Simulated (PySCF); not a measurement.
Compound: C7H7S (charge +1).
Bonds: C1–C2 (double), C2–C3, C3–C4 (aromatic), C4–C5 (aromatic), C5–S6 (aromatic), S6–C7 (aromatic), C7–C8 (aromatic), C3–C8 (aromatic). Hydrogens: H9, H10 on C1; H11 on C2; H12 on C4; H13 on C5; H14 on C7; H15 on C8.

Method used: PySCF 2.14.0, PBE0/def2-SV(P) geometry optimisation, gas phase.

Q: List the bond lengths, angles and torsions at this level.

A: 
```json
{"bond": "C1=C2", "length (bohr)": "2.545"}
{"bond": "C2–C3", "length (bohr)": "2.747"}
{"bond": "C3–C4, C3–C8", "length (bohr)": "2.677"}
{"bond": "C4–C5, C7–C8", "length (bohr)": "2.596"}
{"bond": "C5–S6, S6–C7", "length (bohr)": "3.198"}
{"bond": "C1–H9", "length (bohr)": "2.070"}
{"bond": "C1–H10", "length (bohr)": "2.071"}
{"bond": "C2–H11", "length (bohr)": "2.070"}
{"bond": "C4–H12, C8–H15", "length (bohr)": "2.067"}
{"bond": "C5–H13, C7–H14", "length (bohr)": "2.071"}
```

Bonds in one row agree within 0.02 bohr and their mean is given. A selection of angles:
```json
{"angle": "C1–C2–C3", "degrees": "126.1"}
{"angle": "C2–C3–C4", "degrees": "122.5"}
{"angle": "C2–C3–C8", "degrees": "117.9"}
{"angle": "C4–C3–C8", "degrees": "119.5"}
{"angle": "C3–C4–C5", "degrees": "124.0"}
{"angle": "C4–C5–S6", "degrees": "125.0"}
{"angle": "C5–S6–C7", "degrees": "102.4"}
```

Torsions: C1–C2–C3–C4 0° (synperiplanar).

The 6-membered ring C3–C4–C5–S6–C7–C8 has internal angles of 102.4° to 125.0° (sum 720°, against 720° for a flat polygon); it is planar, 0.00 Å rms from its mean plane, widest ring torsion 0°. Of the pairs four or more bonds apart, H10···H12 is among the closest relative to their van der Waals radii: 2.12 Å, 88 % of the sum of Bondi's values. C1 (terminal =CH2 carbon) is planar (angles 123.7°, 120.2° and 116.2°, sum 360.0°, 0.00 Å off the plane of its three neighbours). The 8 heavy atoms lie in one plane (0.000 Å rms). The C–C distances run from 1.347 Å (C1=C2, drawn double) to 1.454 Å (C2–C3, drawn single), a spread of 0.107 Å. C3 (substituted aromatic carbon) is planar (angles 122.5°, 119.5° and 117.9°, sum 360.0°, 0.00 Å off the plane of its three neighbours). C2 (alkene CH carbon) is planar (angles 126.1°, 118.4° and 115.4°, sum 360.0°, 0.00 Å off the plane of its three neighbours).

Point group: Cs (every atom within 0.08 Å of its image). No PBE0/def2-SV(P) frequencies stand behind this structure, so it isn't proved a minimum. One conformer (not necessarily the lowest) at the PBE0/def2-SV(P) geometry, without solvent, vibrations or thermal averaging.

On an Arm Neoverse N1 with one thread, shared host with 64 logical CPUs at a one-minute load of 53, this took 30 s of wall time and 0.53 GiB of memory at its peak. That covers the optimisation of the geometry.
